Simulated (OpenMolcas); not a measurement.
Ni2+ (d8) among equal point charges was computed by CASSCF with the d shell active (OpenMolcas, ANO-RCC-VDZP on the metal). Its lowest spin-free states, and all those of the highest spin:

```csv
2S+1,Degeneracy,E (cm-1)
3,1,0.0
3,2,2618
3,1,4972
3,1,5891
3,2,6782
1,1,16457
1,1,16463
1,2,19946
1,1,20496
3,1,21564
1,1,23329
1,1,24646
3,2,24822
```

Q: Is the site octahedral, tetrahedral or cube-like, axial, or of lower symmetry?

A: The states with 2S+1 = 3 have orbital degeneracies 1, 2, 1, 1, 2, 1, 2. There are pairs but no triples, so the site is axial: not cubic, but with a proper or improper axis of order three or more. The run had Ni2+ among 6 point charges of -1.5 e arranged as a tetragonal octahedron (D4h), 1.82 Å from the ion, with the axial distance 1.893 Å.

Without dynamic correlation the repulsion within the d shell is too large (B by tens of per cent), so at a given field states of lower spin stand too high. This is an electrostatic model: the charges have no orbitals. No measured value stands beside these numbers.
